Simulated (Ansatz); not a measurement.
CuN3FH9²⁺, that is [Cu(NH3)3F]+ with one electron fewer. The state is a triplet with charge 2. Geometry PBE-D4/def2-SVP, that of the charge +1 doublet; atoms count from 1.

Cartesian coordinates in Å:
```
Cu 0.0685 0.2907 -0.0521
N -0.3436 0.3450 -2.0646
H 0.2188 -0.2263 -2.7116
H -0.0361 1.3332 -2.1447
H -1.3256 0.2880 -2.3712
N -0.4260 -1.6720 0.2975
H -0.8464 -1.8260 1.2267
H 0.4011 -2.2887 0.2579
H -1.0961 -2.0564 -0.3856
N 0.6229 0.7937 1.8625
H 1.4338 0.3310 2.2980
H -0.1121 0.8750 2.5798
H 0.9011 1.7523 1.5774
F 0.5399 2.0605 -0.3700
```

At PBE0-D4/def2-TZVP a singlet of charge 2 lies 1.27 eV below the triplet at the same geometry.

(1) Estimate the Mulliken populations from the PBE0/def2-TZVP orbitals of Ansatz.

(2) Where does the spin sit?

(3) And the Mayer bond orders between bonded heavy atoms (over 0.3)?

Answers

(1) 
| atom | charge (e) | spin (α − β) | d electrons |
| --- | --- | --- | --- |
| Cu1 | 0.37 | 0.77 | 9.30 |
| N2 | -0.44 | 0.18 | – |
| H3 | 0.34 | 0.00 | – |
| H4 | 0.34 | 0.00 | – |
| H5 | 0.34 | 0.00 | – |
| N6 | -0.49 | 0.17 | – |
| H7 | 0.34 | 0.00 | – |
| H8 | 0.34 | 0.00 | – |
| H9 | 0.34 | 0.00 | – |
| N10 | -0.44 | 0.18 | – |
| H11 | 0.34 | 0.00 | – |
| H12 | 0.34 | 0.00 | – |
| H13 | 0.34 | 0.00 | – |
| F14 | -0.07 | 0.71 | – |
Mulliken values and Mayer orders depend strongly on the basis.

(2) Summed by element: Cu 0.77, N 0.54, H -0.02, F 0.71, of 2 unpaired in all. Largest on single atoms: Cu1 0.77, F14 0.71, N2 0.18.

(3) Cu1–N2 0.65 (2.06 Å); Cu1–N6 0.69 (2.05 Å); Cu1–N10 0.65 (2.06 Å); Cu1–F14 0.92 (1.86 Å).
